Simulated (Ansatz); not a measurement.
This geometry of ClF₃H₄NOTa (11 atoms, charge 0, multiplicity 1) is a first-order saddle point.

Computed with Ansatz 0.2.0, RKS PBE0-D4/def2-SVP.

```xyz
11
Properties=species:S:1:pos:R:3
Ta -0.080 0.297 0.289
O 2.020 -0.158 0.377
H 2.500 -0.928 0.699
Cl -0.302 -0.273 2.558
F 0.222 1.146 -1.361
F -1.855 0.874 0.253
F -0.152 -1.455 -0.369
N 1.120 1.907 1.015
H 0.998 2.227 1.974
H 1.245 2.708 0.396
H 2.051 0.875 0.838
```

(1) Which two structures does it join? (They come from a converged band through this point; their orientation in space is the band's.)

(2) How far does it lie above each of them?

Answers

(1) Bonds broken: N8–H11. Bonds formed: O2–H11.

Initial state:

```xyz
11
Properties=species:S:1:pos:R:3
Ta 0.149 0.008 0.224
O 1.844 -0.785 0.404
H 2.618 -1.160 0.823
Cl -0.215 -0.327 2.551
F 0.647 0.847 -1.397
F -1.361 1.162 0.277
F -0.781 -1.451 -0.477
N 1.123 1.987 0.980
H 1.342 1.963 1.977
H 0.435 2.730 0.840
H 1.966 2.245 0.465
```

Final state:

```xyz
11
Properties=species:S:1:pos:R:3
Ta -0.072 0.460 0.364
O 2.134 -0.136 0.351
H 2.224 -1.094 0.245
Cl -0.028 -0.224 2.628
F 0.311 1.125 -1.351
F -1.917 0.690 0.267
F 0.046 -1.352 -0.262
N 0.624 2.205 1.004
H 0.748 2.487 1.972
H 0.997 2.911 0.371
H 2.700 0.147 1.079
```

(2) 30.0 kcal/mol above the first and 8.5 kcal/mol above the second. This is the barrier of this one path; another mechanism may lie lower. The orbitals stay closed-shell, which can raise the energy where a bond breaks towards radicals; this wasn't checked here.

Time of the run: 5.2 min on 4 threads of Arm Neoverse V2 (shared host), peak memory 0.46 GiB.
